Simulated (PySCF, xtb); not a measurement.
C2H3Cl2FSi, SMILES F/C(=C/Cl)[SiH2]Cl.

GFN2-xTB (xtb) at its own geometry gives an orbital gap of 3.98 eV and a dipole moment of 1.23 D.

Geometry: PBE0-D3(BJ)/def2-SVP. The structure was generated by enumeration; whether it is a known compound was not checked. One conformer was computed; it need not be the lowest.

Q: What does r2SCAN/def2-TZVP run with PySCF give? (Estimate from the structure and the level; the computed values follow.)

A: gap 4.56 eV (levels -6.64 and -2.08 eV), dipole 1.19 D.
